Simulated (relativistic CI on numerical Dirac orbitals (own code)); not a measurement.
## d2 in a ligand field

Computed with a parametric ligand-field model of a d^n configuration (Racah B and C, spin-orbit zeta, crystal field), exact diagonalisation.

Field parameters in Wybourne normalisation: Oh B⁴₀ = 21Dq, B⁴₄ = √(5/14) B⁴₀. The field is a parameter set, without covalency.

B = 880 cm⁻¹, C = 3340 cm⁻¹ (C/B = 3.80), Oh, no spin-orbit coupling. Tanabe-Sugano data, E/B above the lowest term (Δ = |10Dq|; b, c mark the second and third term of a kind):

```
 Δ/B   3T1    3T2    3A2    1T2     1E    1A1
 1.0  0.00   0.81   1.81  12.94  13.40  20.57
 5.0  0.00   4.22   9.22  13.81  14.63  23.95
 9.0  0.00   7.82  16.82  14.12  14.73  26.44
13.0  0.00  11.53  24.53  14.19  14.65  28.19
17.0  0.00  15.32  32.32  14.19  14.55  29.39
21.0  0.00  19.16  40.16  14.16  14.46  30.23
25.0  0.00  23.03  48.03  14.13  14.37  30.84
29.0  0.00  26.92  55.92  14.09  14.31  31.29
33.0  0.00  30.84  63.84  14.06  14.25  31.64
37.0  0.00  34.77  71.77  14.03  14.20  31.91
41.0  0.00  38.71  79.71  14.00  14.15  32.13
45.0  0.00  42.66  87.66  13.98  14.11  32.31
```

The ground term stays 3T1.
